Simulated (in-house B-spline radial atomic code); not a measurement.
The numbers below are computed, except where a source is named.
# Making a Troullier-Martins d channel for V, r_c = 3.02 bohr

V, [Ar] 3d3 4s2, non-relativistic PBE, spherical and spin-unpolarised, from a B-spline radial code for spherical atoms (atomic units). The all-electron 3d level is ε = -0.196467 hartree and its outer maximum at 0.89 bohr.

Inside r_c the pseudo-orbital is u(r) = r^3 exp(p(r)), with p = c0 + c2 r² + c4 r⁴ + … + c12 r¹². The seven coefficients follow from p and its first four derivatives at r_c, from zero curvature of the screened potential at the origin, c4 = −c2²/(2l + 5), and from the norm inside r_c. At r_c the all-electron orbital has P = 0.2645368, P' = -0.1622657, the screened potential V = -0.3437793, V' = 0.2156872, V'' = -0.1844416, and the norm inside is Q = 0.9439315.

Task: What are p, p' and p'' at r_c?

Result: p = ln(P/r_c^3) = ln(0.2645368/27.5436) = -4.64555. p' = P'/P − 3/r_c = -0.61340 − 0.99338 = -1.60677. The radial equation gives p'' = 2(V − ε) − 2(3) p'/r_c − p'² = -0.29462 − (-3.19226) − 2.58172 = 0.31592. Differentiating, p''' = 2V' + 2(3)p'/r_c² − 2(3)p''/r_c − 2p'p'' = -0.2381, and p'''' = 2V'' − 4(3)p'/r_c³ + 4(3)p''/r_c² − 2(3)p'''/r_c − 2p''² − 2p'p''' = 0.2551.

For a trial c2 the five matching conditions are linear in c0, c6, c8, c10 and c12, and c2 is varied until the norm inside r_c equals Q. The root nearest zero gives:

```tsv
n	c_n
0	0.7184006
2	-0.89274
4	-0.08855386
6	0.04264933
8	-0.005609222
10	0.0003323359
12	-7.597427e-06
```

Task: Check c4 and p(r_c), and find the screened pseudopotential at the origin.

Result: −c2²/9 = -0.0885539, as listed. The terms c_n r_c^n are 0.71840, -8.14215, -7.36606, 32.35593, -38.81130, 20.97233, -4.37270, which sum to -4.64554. Inverting the radial equation, V_l(r) = ε + 3 p'/r + (p'' + p'²)/2, so V_l(0) = ε + (2l + 3) c2 = -0.196467 + 7 × (-0.89274) = -6.4456 hartree, finite where the all-electron potential diverges.

Orbitals and screened potentials:

| r (bohr) | P | u | V all-electron | V pseudo |
| --- | --- | --- | --- | --- |
| 0.302 | 0.3487 | 0.05204 | -35.21 | -6.429 |
| 0.755 | 0.8008 | 0.5194 | -7.03 | -5.906 |
| 1.208 | 0.7593 | 0.9077 | -2.532 | -3.988 |
| 1.661 | 0.6032 | 0.7588 | -1.203 | -1.495 |
| 2.114 | 0.4601 | 0.5001 | -0.6896 | -0.2302 |
| 2.567 | 0.3489 | 0.351 | -0.4659 | -0.2448 |
| 3.02 | 0.2645 | 0.2645 | -0.3438 | -0.3438 |

Logarithmic derivatives P'/P at R = 3.32 bohr, for energies E around ε:

```
E − ε (hartree)  all-electron     pseudo
           -0.5       1.15179    1.19003
          -0.25      0.866241   0.912302
           -0.1      0.528622   0.568249
              0     -0.618022  -0.618038
            0.1       1.56661    1.83942
           0.25      0.791639   0.979074
            0.5      0.291385   0.550075
```
